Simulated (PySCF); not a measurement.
Geometry:
```csv
atom,x (Å),y (Å),z (Å)
C1,1.446,-0.943,-2.882
C2,0.930,-0.593,-1.856
C3,0.320,-0.177,-0.648
C4,0.051,1.173,-0.424
C5,-0.545,1.569,0.759
C6,-0.877,0.636,1.727
C7,-0.606,-0.704,1.497
Cl8,-1.018,-1.876,2.704
C9,-0.011,-1.123,0.322
H10,1.898,-1.249,-3.778
H11,0.311,1.900,-1.179
H12,-0.753,2.614,0.933
H13,-1.343,0.941,2.651
H14,0.196,-2.168,0.152
```

Theory: structure optimised with GFN2-xTB, GIAO PBE0/pcSseg-1 shieldings, in PySCF (non-relativistic, in vacuum, a single conformation).

References, each an isolated molecule treated in the same way: 13C (σ = 186.93 ppm), 1H (σ = 31.72 ppm) vs TMS; 35Cl (σ = 949.78 ppm) vs HCl.

```json
{"atoms": "H10", "nucleus": "1H", "count": "1", "Hirshfeld charge": "0.10", "δ (ppm)": "2.87"}
{"atoms": "Cl8", "nucleus": "35Cl", "count": "1", "Hirshfeld charge": "-0.03", "δ (ppm)": "?"}
{"atoms": "C3", "nucleus": "13C", "count": "1", "Hirshfeld charge": "0.01", "δ (ppm)": "128.5"}
{"atoms": "C7", "nucleus": "13C", "count": "1", "Hirshfeld charge": "0.02", "δ (ppm)": "146.2"}
{"atoms": "C1", "nucleus": "13C", "count": "1", "Hirshfeld charge": "-0.10", "δ (ppm)": "89.0"}
{"atoms": "H11", "nucleus": "1H", "count": "1", "Hirshfeld charge": "0.06", "δ (ppm)": "?"}
{"atoms": "C2", "nucleus": "13C", "count": "1", "Hirshfeld charge": "-0.04", "δ (ppm)": "88.0"}
{"atoms": "H13", "nucleus": "1H", "count": "1", "Hirshfeld charge": "0.05", "δ (ppm)": "7.56"}
{"atoms": "C5", "nucleus": "13C", "count": "1", "Hirshfeld charge": "-0.04", "δ (ppm)": "134.9"}
{"atoms": "C6", "nucleus": "13C", "count": "1", "Hirshfeld charge": "-0.05", "δ (ppm)": "?"}
{"atoms": "H14", "nucleus": "1H", "count": "1", "Hirshfeld charge": "0.06", "δ (ppm)": "7.83"}
{"atoms": "H12", "nucleus": "1H", "count": "1", "Hirshfeld charge": "0.06", "δ (ppm)": "7.56"}
{"atoms": "C4", "nucleus": "13C", "count": "1", "Hirshfeld charge": "-0.04", "δ (ppm)": "?"}
{"atoms": "C9", "nucleus": "13C", "count": "1", "Hirshfeld charge": "-0.05", "δ (ppm)": "139.9"}
```

Task: Estimate the values marked ?.

Result: 
- C4: 137.3 ppm, aromatic CH; the aromatic region
- C6: 135.1 ppm, aromatic CH; the aromatic region
- H11: 7.69 ppm, hydrogen on an aromatic CH; it sits in the deshielding region of the aromatic ring current
- Cl8: 242 ppm, chlorine bonded to C

Carbons that carry Cl, above all several Cl atoms, come out too deshielded, partly because spin–orbit coupling is missing. Shifts are as computed. Against solution values, carbons near 30 ppm lie about +3 ppm off and those near 130 ppm about +5 ppm; carbons on Cl a further +6 ppm. Of 1211 compounds with measured shifts, 218 miss one by over three times the rms of a fit or turn the order of signals round; such compounds aren't used in these exercises.
